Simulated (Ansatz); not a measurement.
Computed with Ansatz on PBE0-D4/def2-TZVP structures; ΔE is electronic, products minus reactants. CBS: MP2 limit from def2 TZ/QZ plus the TZ coupled-cluster correction, frozen cores. DFT in def2-TZVPP. One conformer a species, not always the lowest.

Reaction (isomerisation): `O[SiH](O)[AlH2]` → `[OH][AlH][SiH2]O`

`O[SiH](O)[AlH2]`:

```xyz
9

O    -1.911    0.116   -0.404
Si   -0.564    0.348    0.531
O     0.010    1.900    0.463
Al    1.216   -1.253   -0.114
H    -1.794    0.037   -1.352
H    -1.073    0.223    1.917
H     0.500    2.167   -0.316
H     1.817   -1.175   -1.591
H     1.798   -2.362    0.866
```

`[OH][AlH][SiH2]O`:

Cartesian coordinates in Å:
```
O 2.018 -1.321 -0.024
Al 1.457 0.276 0.143
Si -0.962 0.698 -0.140
O -1.836 -0.714 -0.267
H 1.444 -2.043 -0.275
H 2.568 1.354 0.478
H -1.508 1.550 0.964
H -1.237 1.430 -1.409
H -1.944 -1.230 0.532
```

| level | ΔE (eV) |
| --- | --- |
| PBE0-D4 | -0.43 |
| PBE | -0.45 |
| HF/def2-TZVPP | -0.40 |
| CCSD/def2-TZVPP | -0.45 |

**Question.** What does CCSD(T)/CBS give? (An estimate is asked.)

**Answer.** The calculation gave: -0.45 eV. The listed levels differ from it by 0.02, 0.00, 0.05, 0.00 eV.

**Question.** What do rigid-rotor, harmonic-oscillator terms from PBE0-D4/def2-TZVP frequencies (298.15 K, 1 bar) make of the CCSD(T)/CBS value? (Estimate.)

**Answer.** Ansatz gave: ΔZPE = +0.03 eV, ΔH = -0.42 eV, ΔS = 2 J/(mol·K), ΔG = -0.43 eV.

Largest T1 diagnostic among the species: 0.013.

In def2-TZVPP, CCSD(T) changes the Hartree–Fock value by −0.05 eV (the triples alone add −0.00 eV) and MP2 by −0.07 eV. At CCSD(T), def2-SVP lies −0.09 eV from the extrapolated value and def2-TZVPP −0.00 eV.
